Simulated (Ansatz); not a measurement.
Reaction (formal exchange of groups at the Si–F bond): `N=C[SiH2]F` + `N[SiH3]` → `N=C[SiH2][SiH2]N` + H–F

Isolated molecules relaxed with PBE0-D4/def2-TZVP in Ansatz; ΔE leaves out vibrations. CCSD(T)/CBS adds triple-zeta CCSD(T) − MP2 to the extrapolated MP2 energy (def2 sets, frozen cores). This one scheme is used for every species. DFT in def2-TZVPP. One conformer a species, not always the lowest.

```tsv
level	ΔE (eV)
B2PLYP	1.40
MP2/def2-TZVPP	1.31
CCSD(T)/def2-TZVPP	1.27
MP2/CBS(def2)	1.30
```

**Question.** What does CCSD(T)/CBS give? (An estimate is asked.)

**Answer.** The calculation gave: +1.26 eV. The listed levels differ from it by 0.14, 0.05, 0.01, 0.04 eV.

Largest T1 diagnostic among the species: 0.013.

The D4 term adds −0.15 eV with B3LYP and −0.09 eV with PBE0; it sums over pairs of atoms, weighted by their polarisabilities, and B3LYP, whose exchange is more repulsive, gets the larger term. In def2-TZVPP, CCSD(T) changes the Hartree–Fock value by −0.40 eV (the triples alone add −0.06 eV) and MP2 by −0.36 eV. From PBE to PBE0 (25 % exact exchange), in def2-TZVPP and without D4, ΔE moves by +0.04 eV.

B3LYP here is the variant with VWN-RPA as its local correlation; programs differ in this.
